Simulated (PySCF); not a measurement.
Species: CH₅B₃Cl₂.
Geometry (PBE0-D3(BJ)/def2-SVP, Å), atoms numbered from 1 in this order:
```xyz
11
CH5B3Cl2 angstrom
B      1.460   -0.043   -0.003
C     -0.007   -0.267   -0.482
B     -0.582    1.175   -0.620
B     -0.756   -0.908    0.732
Cl    -0.788   -0.247    2.354
Cl    -1.636   -2.406    0.462
H      2.359   -0.524   -0.651
H      1.711    0.603    0.982
H     -0.101   -0.885   -1.382
H     -1.006    1.526   -1.696
H     -0.600    1.939    0.311
```

Jobs on this species (11 atoms, 60 electrons) with PySCF (density fitting). Hardware of each: one thread of an Arm Neoverse V1 (shared host). Times come from a shared host and carry two figures at best. Peak memory is the resident size of the whole Python process, interpreter and libraries included.

```csv
level and settings,work,basis functions,SCF cycles,wall time,peak memory
BHandHLYP/pcSseg-2,shieldings,300,?,?,?
CAM-B3LYP/pcSseg-2,shieldings,300,12,61 s,1.5 GiB
PBE0/IGLO-III,"shieldings, charges and field gradients",278,14,36 s,1.1 GiB
wB97X-D/pcSseg-2,shieldings,300,13,59 s,1.4 GiB
HF/pcSseg-2,shieldings,300,11,28 s,1.2 GiB
B3LYP/def2-TZVP,"spin–spin couplings from 9 perturbed nuclei, spin–dipole term for 3 of them",228,13,43 s,0.95 GiB
B3LYP/cc-pVTZ,"spin–spin couplings from 9 perturbed nuclei, spin–dipole term for 3 of them",258,13,52 s,1.0 GiB
BP86/pcSseg-2,shieldings,300,14,56 s,1.0 GiB
"PBE0-D3(BJ)/def2-SVP, grid level 1",geometry optimisation from a GFN2-xTB start shaken at random,117,58,49 s,0.52 GiB
```

Fill in the missing figures.

- BHandHLYP/pcSseg-2; shieldings: 44 s, 1.2 GiB, 12 SCF cycles

What do all jobs in the table cost together?

About 7.1 min; the longest takes about 14 % of that, and about 2.2 times as long as the shortest.
